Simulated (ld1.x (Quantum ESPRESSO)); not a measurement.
**Which change was made? (Sr, RRKJ)**

- Element: strontium (Sr)
- Generator: ld1.x (Quantum ESPRESSO) 7.5
- Type: norm-conserving RRKJ (Kleinman–Bylander form)
- Functional: PBE
- Relativity: scalar-relativistic
- Frozen core: [Ar] 3d10
- Valence charge: 10
- Reference configuration: 4s2 4p6 4d0 5s0 5p0 (charge +2)
- Partial waves: 4p (bound): rc 1.90 bohr; 4d (bound, empty): rc 1.90 bohr; 4s (bound): rc 2.25 bohr
- Local potential: the s channel
- Core correction: none
- rho0: 0.005

Cutoffs, loose and tight: the cutoffs (Ry, on a coarse ladder) from which the occupation-weighted sum of valence levels, in a spherical-Bessel basis at the reference potential, stays within 10 and 1 mRy of its value at 400 Ry. They do not see the model core or the augmentation charge, which bear on the density cutoff. Test errors are all-electron minus pseudo excitation energies from the reference, over the configurations 4s2 4p6 4d0 5s2 5p0; 4s2 4p6 4d0 5s1 5p0; 4s2 4p6 4d0 5s1.5 5p0; 4s2 4p6 4d0.5 5s1.5 5p0; 4s2 4p6 4d0 5s0 5p2; 4s2 4p5 4d0 5s2 5p0; 4s1 4p6 4d0 5s2 5p0; variants that change the core or the reference have their own tests. The largest error is taken over the tests solved by every variant that gives reliable tests at all, those not shown here included: 4s1 4p6 4d0 5s2 5p0; 4s2 4p5 4d0 5s2 5p0; 4s2 4p6 4d0 5s1 5p0; 4s2 4p6 4d0 5s1.5 5p0; 4s2 4p6 4d0 5s2 5p0.

The base gives: outcome: generated; cutoff, loose: 35 Ry; cutoff, tight: 45 Ry; bound ghosts: d; largest test error (meV): +2978.

Problem. After one change the result is: outcome: generated; cutoff, loose: 15 Ry; cutoff, tight: 18 Ry; bound ghosts: d; largest test error (meV): +6164. Which change was it?
A. all radii scaled by about 1.33 (s 2.98, p 2.52, d 2.52 bohr)
B. all radii scaled by about 0.94 (s 2.10, p 1.78, d 1.78 bohr)
C. all radii scaled by about 1.08 (s 2.44, p 2.06, d 2.06 bohr)

Solution. A. The others give: all radii scaled by about 0.94 (s 2.10, p 1.78, d 1.78 bohr) → outcome: generated; cutoff, loose: 40 Ry; cutoff, tight: 50 Ry; bound ghosts: d; largest test error (meV): +2102 | all radii scaled by about 1.08 (s 2.44, p 2.06, d 2.06 bohr) → outcome: generated; cutoff, loose: 30 Ry; cutoff, tight: 35 Ry; bound ghosts: d; largest test error (meV): +3946.
